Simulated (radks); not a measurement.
Results of a calculation; reference values are marked as such.
Valence configurations of the fluorine ion F+ (all share [He]). Code: a radial shooting solver on a logarithmic mesh with Libxc functionals. Model: scalar-relativistic Kohn-Sham, SCAN, spin-polarised, spherical densities, finite nucleus; open shells are filled with parallel spins first; meta-GGA in the generalised Kohn-Sham scheme; Fermi nuclear charge, rms radius 2.8976 fm. Energies are relative to 2s2 2p4; eigenvalues in eV for spin up.

valence      E (eV)  moment (Bohr magnetons)    e(2p)    e(2s)
2s2 2p4       0.000                        2  -30.978  -51.277
2s1.5 2p4.5  10.291                        2  -31.122  -51.509
2s1 2p5      20.084                        2  -31.311  -51.795
2s0.5 2p5.5  32.544                        1  -30.357  -50.868
2p6          43.515                        0  -29.092        -

NIST lists [He] 2s2 2p4 as the ground configuration; this level of theory agrees among the configurations tried. The energies are those of spherical high-spin densities, not of single terms.
